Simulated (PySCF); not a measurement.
**Vertical excitation energies**

C6H11NO.
SMILES: `C=CC(=O)N(C)CC`

Level of theory: TDDFT PBE0/def2-SVPD, vertical, gas phase, core orbitals frozen in the response (PySCF 2.14.0, density-fitted response routines). The structure is a single GFN2-xTB conformer in the gas phase; no vibrational or solvent corrections. Torsions of this conformer, `[CH2:1]=[CH:2][C:3](=[O:4])[N:5]([CH3:6])[CH2:7][CH3:8]`: C1–C2–C3–O4 23°, C2–C3–N5–C6 178°, C3–N5–C7–C8 72°.

```json
{"state": "S1", "E (eV)": "4.59", "E (kJ/mol)": "443", "λ (nm)": "270.2", "f": "0.0014", "|μ| (D)": "0.29", "main configurations (H = HOMO, L = LUMO)": "H-1→L (91%)"}
{"state": "S2", "E (eV)": "5.12", "E (kJ/mol)": "494", "λ (nm)": "242.1", "f": "0.088", "|μ| (D)": "2.12", "main configurations (H = HOMO, L = LUMO)": "H→L (95%)"}
{"state": "S3", "E (eV)": "6.43", "E (kJ/mol)": "621", "λ (nm)": "192.7", "f": "0.020", "|μ| (D)": "0.91", "main configurations (H = HOMO, L = LUMO)": "H→L+1 (95%)"}
{"state": "S4", "E (eV)": "6.56", "E (kJ/mol)": "633", "λ (nm)": "188.9", "f": "0.357", "|μ| (D)": "3.79", "main configurations (H = HOMO, L = LUMO)": "H-2→L (89%)"}
{"state": "S5", "E (eV)": "6.85", "E (kJ/mol)": "661", "λ (nm)": "180.9", "f": "0.0096", "|μ| (D)": "0.61", "main configurations (H = HOMO, L = LUMO)": "H-1→L+1 (88%)"}
{"state": "S6", "E (eV)": "7.17", "E (kJ/mol)": "692", "λ (nm)": "172.9", "f": "0.021", "|μ| (D)": "0.87", "main configurations (H = HOMO, L = LUMO)": "H→L+2 (80%)"}
```

Triplets (Tamm–Dancoff): T1 3.87 eV, H-2→L (49%), H-1→L (44%); T2 4.08 eV, H→L (91%).

The lowest singlet comes at 270 nm (443 kJ/mol) in the ultraviolet; it is very weak; its leading configuration is HOMO-1→LUMO (91%). The strongest level in the table is S4 at 6.56 eV (189 nm, f = 0.357). Löwdin shares by element: HOMO nitrogen 41%, oxygen 26%, carbon 13% or more (atoms not listed hold the other 20%); LUMO carbon 68% or more, oxygen 10% (atoms not listed hold the other 23%). The oscillator strengths of these states sum to 0.496; summed over the whole spectrum of an exact calculation they would give the number of electrons, 62 (Thomas–Reiche–Kuhn). Orbital energies (eV): HOMO-3 -10.07, HOMO-2 -8.06, HOMO-1 -7.23, HOMO -6.94, LUMO -0.95, LUMO+1 0.57, LUMO+2 1.22. Of the 6 states listed, 4 reach f = 0.01 and none stays under 0.0005. Only the lowest 6 singlets were computed, as vertical energies without vibronic structure.
